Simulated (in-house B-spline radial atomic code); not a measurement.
RPA and G0W0 on wB97X: the strontium ion Sr⁺

Configuration [Kr] 5s1, highest spin, mean-field start wB97X. Computed with a B-spline radial code for spherical atoms: all electrons, scalar-relativistic (spin-free one-electron X2C), finite nucleus, each spin shell either full or empty, empty states to l = 9 with an (l + 1/2)⁻⁴ tail; G0W0 by contour deformation at full frequency.

RPA overbinds a lone outer s electron by self-correlation, and G0W0 tends to as well.

Command:
```bash
python run_gw.py task.json out
```
Settings (radii: box in bohr, nucleus in fm):
```
Z                        38
electrons                37
configuration            [Kr] 5s1
hamiltonian              x2c
method                   wb97x
lmax                     9
rms_radius               4.224
spin_polarised           True
box_radius               23.78
intervals                71
ion_configuration        [Ar] 3d10 4s2 4p6
```

Run time, properties included: 18 s on 1 thread of Arm Neoverse N1 (shared host).

Energies (hartree):

```csv
term,value
mean-field total,-3179.15441
Hartree-Fock functional on these orbitals,-3177.16411
direct second order,-2.9741
second-order exchange,0.857
SOSEX correction,0.79836
```

Problem. What is the RPA correlation energy, and what remains with SOSEX?

Solution. RPA gives -2.6288 hartree (-1.93 eV per electron); RPA + SOSEX gives -1.8305, and the second-order doubles -2.1171 hartree (no singles). RPA lacks exchange-type terms and so overcorrelates at short range.

Quasi-particle levels (eV):

```json
{"level": "5s up", "occupied": "yes", "mean field": "-10.636", "Σx - vxc": "0.19", "Σc": "?", "QP weight": "?", "G0W0": "?"}
{"level": "4p down", "occupied": "yes", "mean field": "-33.58", "Σx - vxc": "-1.83", "Σc": "-0.14", "QP weight": "0.911", "G0W0": "-35.56"}
{"level": "4p up", "occupied": "yes", "mean field": "-33.61", "Σx - vxc": "-1.97", "Σc": "-0.09", "QP weight": "0.898", "G0W0": "-35.68"}
{"level": "5p up", "occupied": "no", "mean field": "-3.634", "Σx - vxc": "0.12", "Σc": "-0.49", "QP weight": "0.963", "G0W0": "-4.002"}
```

G0W0 = mean field + (Σx - vxc) + Σc, with Σc (partial-wave tail included) taken at the quasi-particle energy. Only the outer levels were computed. Levels of low weight are left out.

Problem. Where does G0W0 put 5s up?

Solution. At -11.352 eV, with Σc = -0.91 eV and a quasi-particle weight of 0.963. The tabulated removal energy is 11.030 eV (NIST, measured); the calculation leaves out spin-orbit coupling, Breit and QED terms, and what these don't explain is the method's own error.

Problem. What does it cost to remove one electron (to [Ar] 3d10 4s2 4p6) by differences of total energies, each species on its own start (correlation terms add to the Hartree-Fock functional)?

Solution. wB97X 10.644 eV, Hartree-Fock functional 10.413 eV, + RPA 11.197 eV, + RPA + SOSEX 10.877 eV, + second order 11.146 eV. Tabulated: 11.030 eV (NIST, measured); the calculation leaves out spin-orbit coupling, Breit and QED terms, and what these don't explain is the method's own error.
